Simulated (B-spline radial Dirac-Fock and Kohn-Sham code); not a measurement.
**What relativity does to the binding energies of Cl³⁺**

System: Cl³⁺, [Ne] 3s2 3p2.

Both columns are ΔSCF binding energies of the configuration average from a radial finite-basis atomic code: non-relativistic Hartree-Fock with a point nucleus, and Dirac-Fock with a finite nucleus and the Coulomb interaction alone, averaged over the two j levels with weights 2j+1.

```
shell  Hartree-Fock (eV)  Dirac-Fock (eV)  shift (eV)  shift (%)
   1s             2874.5           2885.4      +10.87      +0.38
   2s              327.9            329.7       +1.85      +0.56
   2p              257.6            257.7       +0.02      +0.01
   3s              64.92            65.16       +0.24      +0.36
   3p              51.45            51.45        0.00      +0.01
```

Relativity binds 1s, 2s, 2p, 3s more strongly, among those listed most of all 2s in relative terms.

Values without a named source are computed, but for edge energies of neutral atoms, which are taken from tables.
